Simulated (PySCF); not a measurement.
NMR data simulated for an unnamed compound:

¹H NMR (400 MHz, computed): δ 4.24 (q, 2H), 1.75 (s, 2H), 1.64 (s, 3H), 0.50 (t, 3H).

¹³C{¹H} NMR (computed): δ 90.4 (C), 76.9 (CH), 27.5 (CH3), 14.7 (C), -8.2 (CH3).

Computational details: coordinates at the GFN2-xTB level, σ from GIAO-PBE0/pcSseg-1, in PySCF 2.14.0 with density-fitted response routines (one computed conformer, relativity neglected, isolated molecule, fast rotation and ring inversion assumed for equivalent nuclei).

Referencing at the same level of theory: TMS for ¹H, ¹³C.

**Question.** Which of these does the molecule contain: a CH3CH2 unit, a non-aromatic C=C double bond, a benzene ring, a Si–CH3 group, a C≡C triple bond, a Si–H bond?

**Answer.** 
- A CH3CH2 unit: no.
- A non-aromatic C=C double bond: no.
- A benzene ring: no.
- A Si–CH3 group: yes (δC -8.2; δH 0.50 (t)).
- A C≡C triple bond: yes (δC 76.9, 90.4; δH 1.75 (s)).
- A Si–H bond: yes (δH 4.24 (q)).

The data belong to SMILES C#CC(C)(C#C)[SiH2]C, C₇H₁₀Si; they needn't prove each group on their own.

Carbon signals by region: 2 at 50–100 ppm, 3 below 50 ppm.

Shifts are as computed. Against solution values, carbons near 30 ppm lie about +3 ppm off and those near 130 ppm about +5 ppm. Of 1211 compounds with measured shifts, 218 miss one by over three times the rms of a fit or turn the order of signals round; such compounds aren't used in these exercises. Multiplicities follow the n + 1 count of equivalent neighbours, as no J values were calculated; m marks all less simple cases, F and P coupling included.
